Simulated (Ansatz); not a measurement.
Energy needed to pull apart Si$_{2}$HBr, closed shell, into free ground-state atoms, from the structure below (displaced at random from a GFN2-xTB minimum); no zero-point or spin–orbit terms; open-shell atoms are treated unrestricted, in their ground-state multiplicity.

Si1  (-0.581, 0.047, -0.752)
Si2  (0.424, -1.522, 0.400)
Br3  (1.401, 0.346, 1.747)
H4  (-1.299, 1.224, -1.403)
(Å)

Computed with Ansatz 0.2.0 (basis: def2-TZVPP); correlated methods freeze the cores. Filled d shells of the heavier atoms are correlated. The def2 sets are not built for correlating such inner shells, so the correlated values are less sure here.

| method | atomization energy (eV) |
| --- | --- |
| PBE-D4 | 9.28 |
| revPBE-D4 | 9.03 |
| r2SCAN-D4 | ? |
| PBE0-D4 | 8.83 |
| HSE06-D4 | 8.86 |
| wB97M-V | 8.78 |
| HF | 5.00 |
| MP2 | ? |
| CCSD | 7.99 |
| CCSD(T) | 8.39 |

What does r2SCAN-D4 give? (Judge from chemistry; the value comes from the calculation.)

By the calculation: 8.97 eV, which is about 0.58 eV more than CCSD(T)/def2-TZVPP.

What does MP2 give? (Judge from chemistry; the value comes from the calculation.)

Computed: 8.43 eV, which is about 0.04 eV more than CCSD(T)/def2-TZVPP.

In triple zeta the MP2 and coupled-cluster atomization energies are still short of their basis limit by a few kcal/mol a bond, whereas those of the functionals are nearly converged, so these differences are not deviations from converged CCSD(T).

No T1 diagnostic of these runs exceeds 0.020. The restricted Hartree–Fock reference is unstable towards an unrestricted one here.

For scale, one of the runs: CCSD(T)/def2-TZVPP forces, 146 basis functions (an equivalent command: `ansatz run in.yaml --threads 4`). Hardware: 4 CPU threads, shared host. Wall time 50 s; peak host memory 1.4 GiB.
